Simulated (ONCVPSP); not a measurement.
## La: one change to an ONCV potential, before and after

ONCVPSP 4.0.1 input, shortened (lines: element, Z, core and valence counts, functional; n l f; lmax; l rc ep ncon nbas qcut; lloc lpopt rc5 dvloc0; l nproj debl; icmod fcfact rcfact), PBEsol, scalar-relativistic:

```
  La 57.00    9    4  -116133      upf
    1    0    2.00
    2    0    2.00
    2    1    6.00
    3    0    2.00
    3    1    6.00
    3    2   10.00
    4    0    2.00
    4    1    6.00
    4    2   10.00
    5    0    2.00
    5    1    6.00
    5    2    1.00
    6    0    1.50
    3
    0    2.95    0.00    4    7    5.30
    1    2.25    0.00    3    7    6.10
    2    3.70    0.00    4    9    4.60
    3    3.20    0.25    3    6    3.10
    4    5    1.65    1.00
    0    2    3.10
    1    1    0.30
    2    2    3.30
    3    1    2.80
    2    0.50    1.05
```

In the f channel the program set the typed energies aside and used -0.264 Ha.

Change: p: rc 3.24.

Cutoffs: the cutoffs (Ha) at which the residual kinetic energy of the hardest occupied pseudo-wave falls to 1 and 0.1 mHa per electron; they do not see the model core or the augmentation charge, which bear on the density cutoff. Errors are all-electron minus pseudo energies relative to the spin-unpolarised reference configuration.

**Question.** How do hardness, ghosts and transferability respond?

**Answer.** The potential gets softer (11 Ha and 14 Ha → 7.2 Ha and 9.2 Ha); of the 4 tests that both files solve, the error grows in 1 and shrinks in 1 by more than 15 % and 0.3 meV (median size 3.7 → 3.1 meV); neither file shows a bound ghost. A larger radius leaves more room for a smooth pseudo-wave, so fewer plane waves are needed.

```csv
quantity,base,changed
"cutoff, loose",11 Ha,7.2 Ha
"cutoff, tight",14 Ha,9.2 Ha
loose cutoff by channel,"s 7.2 Ha, p 11 Ha, d 5.6 Ha","s 7.2 Ha, p 5.0 Ha, d 5.6 Ha"
bound ghosts,none,none
GHOST(+) flags under 300 eV,s at 46.4 eV,s at 46.4 eV
"error for 5s2 5p6 5d1 6s2, meV [ΔE -2.42 eV]",+0.3,+0.3
"error for 5s2 5p6 5d1 6s1, meV [ΔE 3.58 eV]",-0.8,-0.8
"error for 5s2 5p6 5d1 6s0, meV [ΔE 14.43 eV]",-6.5,-5.5
"error for 5s2 5p6 5d1 6s1 6p1, meV [ΔE -0.01 eV]",+36,+82
s: phases at 3.00 bohr within 0.05 rad from the reference energy up to (Ha; the scan ends near 5),1.6,1.6
d: phases at 3.76 bohr within 0.05 rad from the reference energy up to (Ha; the scan ends near 5),to the end of the scan,to the end of the scan
f: phases at 3.24 bohr within 0.05 rad from the reference energy up to (Ha; the scan ends near 5),-0.2,-0.2
"rms error of d²Exc/dni dnj with the model core, mHa",1.21,1.10
```

Base: The cutoffs count occupied waves only; projector 1 of the f channel, the hardest unoccupied one, needs 30 Ha at the loose tolerance. Changed file: The cutoffs count occupied waves only; projector 1 of the f channel, the hardest unoccupied one, needs 30 Ha at the loose tolerance.
